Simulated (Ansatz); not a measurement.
`SB(Cl)Br`. The species carries charge 0 and has multiplicity 1. The structure was optimised at the PBE0-D4/def2-TZVP level. It is one conformer, not always the lowest.

```xyz
5

S     0.764    0.480   -1.116
B    -0.418   -0.211    0.028
Cl   -1.885   -0.883   -0.632
Br   -0.132   -0.236    1.918
H     1.671    0.850   -0.197
```

(1) What is the dipole moment at ωB97M-V/def2-TZVPP? (Best estimate.)

(2) And with PBE, r2SCAN, B3LYP? (Best estimate.)

(3) Give the Mulliken charges with ωB97M-V, B3LYP, r2SCAN in def2-TZVPP. (Best estimate.)

Answers

(1) Ansatz gave: 1.13 D, with components (1.01, 0.50, -0.01) D in this frame, pointing from negative to positive charge.

(2) The calculation gave: PBE 1.12 D, r2SCAN 1.16 D, B3LYP 1.14 D.

(3) Ansatz gave: 
| atom | ωB97M-V | B3LYP | r2SCAN |
| --- | --- | --- | --- |
| S1 | -0.08 | -0.10 | -0.09 |
| B2 | 0.08 | 0.17 | 0.15 |
| Cl3 | -0.07 | -0.11 | -0.11 |
| Br4 | -0.05 | -0.08 | -0.07 |
| H5 | 0.12 | 0.12 | 0.11 |

B3LYP here is the variant with VWN-RPA as its local correlation; programs differ in this.
